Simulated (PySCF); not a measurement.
H₂O₃Si, SMILES O=[Si](O)O.

Geometry optimised at B3LYP-D3(BJ)/def2-SVP. One conformer was computed; it need not be the lowest.

The numbers are results of PBE/def2-TZVPD (PySCF), not measurements.

The molecule is in vacuum.

- total energy: -516.22190 hartree
- point group: C2v
- highest occupied level: -6.91 eV
- lowest empty level: -2.35 eV
- orbital gap: 4.56 eV
- dipole moment: 0.384 e·Å
- quadrupole, principal values (traceless, Buckingham form, about the centre of nuclear charge): -16.17, 1.78, 14.39 D·Å
- mean static polarisability: 38.0 bohr³ (5.64 Å³)
- polarisability, principal values: 31.5, 41.1, 41.6 bohr³
